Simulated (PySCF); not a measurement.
Nb(OH)4(SH) (H₅NbO₄S), SMILES [OH][Nb]([OH])([SH])([OH])[OH], multiplicity 1.

The structure is a stationary point at PBE0-D3(BJ)/def2-SVP. The multiplicity is an assumed one; other spin states were not compared. The def2 effective core potentials stand for the cores of Nb; spin–orbit coupling is left out. The values are those of a single conformer.

Two levels are set side by side: TDA-PBE/def2-SVPD (PySCF) and TDA-ωB97X/def2-SVPD (PySCF). Vertical, same geometry. The lowest singlet is HOMO→LUMO 99 % with PBE and HOMO→LUMO 97 % with the other functional; states are paired by order. Differences are taken from unrounded values.

```tsv
quantity	TDA-ωB97X
lowest singlet excitation (eV)	4.64
lowest triplet excitation (TDA) (eV)	4.55
```

**Question.** What does TDA-PBE give, and how far is it from TDA-ωB97X? (Estimate from the structure and the level; the computed values follow.)

**Answer.** 
| quantity | TDA-PBE | TDA-PBE minus TDA-ωB97X |
|---|---|---|
| lowest singlet excitation (eV) | 3.40 | -1.25 |
| lowest triplet excitation (TDA) (eV) | 3.32 | -1.23 |

A lower first singlet is the usual sign of a functional without exact exchange. Differences between two approximate levels are no errors against the true value.

Rough cost on one machine, each run with all the roots and properties that it gave: TDA-ωB97X against TDA-PBE about 4 times.
